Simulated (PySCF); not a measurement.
SMILES F[C@@H]1CC[C@@H]2O[C@H]12, C₅H₇FO

Geometry (Å), atoms numbered from 1 in this order:
```xyz
14

F     0.3823   -0.1681   -2.4121
C     0.1538   -0.5504   -1.1115
C    -1.0599    0.1757   -0.5163
C    -0.7996    0.2235    0.9954
C     0.7137    0.2668    1.0902
O     1.3251    1.1608    0.2091
C     1.2929   -0.1822   -0.1780
H     0.0302   -1.6413   -1.1335
H    -1.9974   -0.3138   -0.7690
H    -1.0666    1.1863   -0.9252
H    -1.2650    1.0914    1.4602
H    -1.1615   -0.6792    1.4901
H     1.2054    0.1171    2.0433
H     2.2459   -0.6870   -0.2649
```

Computed with TDDFT LC-wPBE/def2-SVPD circular dichroism and optical rotation, one conformer, gas phase (PySCF). Geometry: GFN2-xTB.

**Question.** Draw the ECD and absorption spectra from the lowest 16 states, each a Gaussian of half-width 0.3 eV at 1/e height.

**Answer.** 
| E (eV) | λ (nm) | Δε (L mol⁻¹ cm⁻¹) | ε (L mol⁻¹ cm⁻¹) |
| --- | --- | --- | --- |
| 7.89 | 157 | +0.16 | 11.9 |
| 8.04 | 154 | +0.83 | 66.7 |
| 8.19 | 151 | +2.68 | 235 |
| 8.34 | 149 | +5.37 | 524 |
| 8.49 | 146 | +6.43 | 800 |
| 8.64 | 143 | +3.56 | 1090 |
| 8.79 | 141 | -1.69 | 1770 |
| 8.94 | 139 | -5.36 | 2940 |
| 9.09 | 136 | -8.16 | 4240 |
| 9.24 | 134 | -16.43 | 5370 |
| 9.39 | 132 | -26.41 | 6030 |
| 9.54 | 130 | -23.94 | 5900 |
| 9.69 | 128 | -8.37 | 5210 |
| 9.84 | 126 | +10.72 | 4870 |
| 9.99 | 124 | +31.15 | 5400 |
| 10.14 | 122 | +51.70 | 6230 |
| 10.29 | 120 | +61.73 | 6570 |

Δε uses R in velocity form, ε uses f in length form. Only the states computed contribute, so the short-wavelength end is incomplete.
